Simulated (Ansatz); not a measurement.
`[SiH2]1[SiH2][SiH2]1` and `C[SiH]1[SiH2][SiH2]1` differ in one atom or group.

Ansatz, PBE0-D4/def2-TZVP geometries, multiplicity 1. 

```json
{"property": "LUMO energy (ωB97M-V/def2-TZVPP) / eV", "`[SiH2]1[SiH2][SiH2]1`": "0.74"}
{"property": "LUMO energy (B3LYP/def2-TZVPP) / eV", "`[SiH2]1[SiH2][SiH2]1`": "-1.24"}
{"property": "HOMO–LUMO gap (PBE/def2-TZVPP) / eV", "`[SiH2]1[SiH2][SiH2]1`": "3.96"}
{"property": "size of the dipole moment (PBE/def2-TZVPP) / D", "`[SiH2]1[SiH2][SiH2]1`": "0.00"}
{"property": "LUMO energy (PBE/def2-TZVPP) / eV", "`[SiH2]1[SiH2][SiH2]1`": "-2.02"}
{"property": "HOMO energy (ωB97M-V/def2-TZVPP) / eV", "`[SiH2]1[SiH2][SiH2]1`": "-8.86"}
```

**Question.** Give the same properties after the change, and the shifts. (Estimate.)

**Answer.** Computed: 
```tsv
property	`C[SiH]1[SiH2][SiH2]1`	shift
LUMO energy (ωB97M-V/def2-TZVPP) / eV	0.85	0.11
LUMO energy (B3LYP/def2-TZVPP) / eV	-1.10	0.14
HOMO–LUMO gap (PBE/def2-TZVPP) / eV	3.86	-0.10
size of the dipole moment (PBE/def2-TZVPP) / D	1.23	1.23
LUMO energy (PBE/def2-TZVPP) / eV	-1.85	0.17
HOMO energy (ωB97M-V/def2-TZVPP) / eV	-8.61	0.25
```

With PBE0 the HOMO rises by 0.26 eV and the LUMO rises by 0.15 eV, so the gap narrows by about 0.11 eV. PBE moves the HOMO by 0.27 eV and ωB97M-V by 0.25 eV.

B3LYP here is the variant with VWN-RPA as its local correlation; programs differ in this.
